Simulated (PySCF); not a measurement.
SiH₂Cl₂, SMILES [SiH2](Cl)Cl. Heavy atoms are numbered as in [SiH2:1]([Cl:2])[Cl:3]. Hydrogens are named by the atom that carries them.

Geometry: B3LYP-D3(BJ)/def2-TZVP. The isomer is the one that the SMILES or the coordinates give; other isomers of the formula were not compared.

These are PBE/def2-TZVPD run with PySCF values and carry that method's errors.

Mulliken values depend strongly on the basis, most of all with diffuse functions as here. ESP charges are fitted to the potential on shells at 1.4 to 2.0 van der Waals radii. Atomic charges (e), one atom of each kind:

```csv
atom,Mulliken,ESP fit,IAO
Si1 (SiH2),0.51,[?],0.81
Cl2,-0.22,[?],-0.29
H on Si1,-0.04,[?],-0.11
```

Problem. Some entries are withheld; supply them. (An estimate is asked for; the answer gives what the named calculation found.)

Solution. 
- Si1 (SiH2), ESP fit: 0.03
- Cl2, ESP fit: -0.07
- H on Si1, ESP fit: 0.05
